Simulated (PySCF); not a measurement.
FH3O3Sn, SMILES [OH][Sn]([OH])([OH])[F]. Atoms are numbered in the order given.

```xyz
8

O     -1.2574     0.8416    -1.2502
Sn     0.0124     0.0147    -0.0147
O      0.8843     1.3651     1.0984
O      1.3363    -1.0499    -0.9822
F     -0.9753    -1.1717     1.1482
H     -1.7361     0.1798    -1.7654
H      0.2435     1.8675     1.6175
H      1.9473    -1.4928    -0.3797
```
Charge 0, spin multiplicity 1.

Coordinates come from a PBE0-D3(BJ)/def2-SVP optimisation. The structure was generated by enumeration; whether it is a known compound was not checked. The def2 effective core potentials stand for the cores of Sn; spin–orbit coupling is left out. One conformer was computed; it need not be the lowest.

The numbers are results of PBE0-D3(BJ)/def2-SVP in PySCF 2.14.0, not measurements.

Frequencies are harmonic and unscaled.

Computed normal modes with their intensities:
```
mode  ν (cm⁻¹)  IR (km/mol)  moving atoms (share of kinetic energy)
----  --------  -----------  --------------------------------------
1           16         35.9                  H 77 %, F 12 %, O 11 %
2           26         34.2                  H 77 %, F 12 %, O 11 %
3          140        133.8                                  H 88 %
4          176          8.6                 O 69 %, H 18 %, Sn 10 %
5          176          9.5                 O 68 %, H 18 %, Sn 11 %
6          192         55.3         O 42 %, F 37 %, H 11 %, Sn 10 %
7          193         55.2          O 43 %, F 37 %, H 11 %, Sn 9 %
8          197        123.8                 O 71 %, Sn 15 %, H 11 %
9          624          2.2                          O 65 %, F 33 %
10         651         76.3                 F 53 %, O 30 %, Sn 16 %
11         669         91.9                         O 83 %, Sn 16 %
12         669         92.0                         O 83 %, Sn 16 %
13         869         50.7                                  H 94 %
14         876         78.1                                  H 92 %
15         877         78.7                                  H 92 %
16        3881        147.6                                  H 94 %
17        3881        147.2                                  H 94 %
18        3883          4.0                                  H 94 %
```
